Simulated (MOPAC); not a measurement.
MOPAC input (PM6):

```
PM6 1SCF CHARGE=1 GEO-OK AUX(PRECISION=9) THREADS=1
HOSi

O    -0.00000000 1   -0.00000000 1   -0.89733800 1
Si    0.00000000 1    0.00000000 1    0.64592700 1
H    -0.00000000 1   -0.00000000 1   -1.86427200 1
```

From the output:

```
                                                       MOPAC v23.2.5 Linux

          FINAL HEAT OF FORMATION =        139.84172 KCAL/MOL =     585.09775 KJ/MOL

          COSMO AREA              =         83.37 SQUARE ANGSTROMS
          COSMO VOLUME            =         69.03 CUBIC ANGSTROMS

          IONIZATION POTENTIAL    =         15.157073 EV
          HOMO LUMO ENERGIES (EV) =        -15.157 -5.805
          NO. OF FILLED LEVELS    =          5
          MOLECULAR WEIGHT        =         45.0928         POINT GROUP:  C*v

          MOLECULAR DIMENSIONS (Angstroms)

            Atom       Atom       Distance
            H     3   Si     2     2.51020
            H     3   Si     2     0.00000
            O     1   Si     2     0.00000

          SCF CALCULATIONS        =          1

   ATOM   CHEMICAL          X               Y               Z
  NUMBER   SYMBOL      (ANGSTROMS)     (ANGSTROMS)     (ANGSTROMS)

     1       O         -0.00000000  *  -0.00000000  *  -0.89733800  *
     2      Si          0.00000000  *   0.00000000  *   0.64592700  *
     3       H         -0.00000000  *  -0.00000000  *  -1.86427200  *

                             CARTESIAN COORDINATES

   1    O       -0.000000000    -0.000000000    -0.897338000
   2   Si        0.000000000     0.000000000     0.645927000
   3    H       -0.000000000    -0.000000000    -1.864272000

           Empirical Formula: H O Si  =     3 atoms

      MOLECULAR POINT GROUP   :   C*v

                  EIGENVALUES
 -35.24087 -25.25218 -19.18401 -19.18401 -15.15707  -5.80543  -5.80543  -5.59827
  -4.18800  -4.18800  -2.78225  -2.78225  -1.33791   1.35712

              NET ATOMIC CHARGES AND DIPOLE CONTRIBUTIONS

  ATOM NO.   TYPE          CHARGE      No. of ELECS.   s-Pop       p-Pop       d-Pop
    1          O          -0.403832        6.4038     1.59075     4.81308
    2         Si           1.036147        2.9639     1.91555     0.54551     0.50280
    3          H           0.367685        0.6323     0.63232
 DIPOLE           X         Y         Z       TOTAL
 POINT-CHG.     0.000     0.000     1.460     1.460
 HYBRID         0.000     0.000     0.886     0.886
 SUM            0.000     0.000     2.346     2.346

          ATOMIC ORBITAL ELECTRON POPULATIONS

     Atom    s        px        py        pz      x^2-y^2     xz        z^2       yz        xy
    1  O   1.59075   1.72239   1.72239   1.36830
    2 Si   1.91555   0.14030   0.14030   0.26490   0.00000   0.13731   0.22819   0.13731   0.00000
    3  H   0.63232

 **********************
 *                    *
 * JOB ENDED NORMALLY *
 *                    *
 **********************

 == MOPAC DONE ==
```

The dipole moment of an ion depends on the origin.

The geometry given is a B3LYP-D3(BJ)/def2-TZVP minimum.
